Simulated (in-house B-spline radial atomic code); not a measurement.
Orbital energies and mean radii along the 7-electron series, configuration [He] 2s2 2p3. The effective charge is n√(-2ε), a non-relativistic measure. Computed with a B-spline radial code for spherical atoms: non-relativistic Hartree-Fock, average of the configuration, point nuclei.

This level leaves out relativity, spin-orbit splitting included, which matters for heavy ions.

```
  ion   Z  energy of 1s (Eh)  mean radius of 1s (bohr)  energy of 2s (Eh)  mean radius of 2s (bohr)  energy of 2p (Eh)  mean radius of 2p (bohr)  effective charge of 1s
Tm62+  69           -2264.37                  0.021908            -528.41                  0.090098            -520.39                    0.0759                  67.296
Yb63+  70           -2332.15                  0.021593             -544.8                  0.088765            -536.65                  0.074765                  68.296
Lu64+  71           -2400.92                  0.021287            -561.43                  0.087471            -553.16                  0.073663                  69.295
Hf65+  72            -2470.7                  0.020989            -578.32                  0.086214            -569.92                  0.072593                  70.295
Ta66+  73           -2541.47                  0.020699            -595.45                  0.084992            -586.94                  0.071554                  71.295
 W67+  74           -2613.24                  0.020418            -612.84                  0.083805             -604.2                  0.070544                  72.294
Re68+  75           -2686.02                  0.020143            -630.47                   0.08265            -621.71                  0.069562                  73.294
Os69+  76           -2759.79                  0.019877            -648.35                  0.081527            -639.47                  0.068607                  74.294
Ir70+  77           -2834.57                  0.019617            -666.49                  0.080434            -657.49                  0.067679                  75.294
Pt71+  78           -2910.34                  0.019363            -684.87                   0.07937            -675.75                  0.066774                  76.293
Au72+  79           -2987.11                  0.019117            -703.51                  0.078334            -694.26                  0.065894                  77.293
Hg73+  80           -3064.89                  0.018876            -722.39                  0.077324            -713.02                  0.065037                  78.293
Tl74+  81           -3143.66                  0.018642            -741.53                   0.07634            -732.03                  0.064201                  79.293
Pb75+  82           -3223.44                  0.018413            -760.91                  0.075381             -751.3                  0.063387                  80.292
```

(1) How does the screening of 1s change?

Results:

(1) Z less the effective charge goes from 1.70 at Z = 69 to 1.71 at Z = 82.
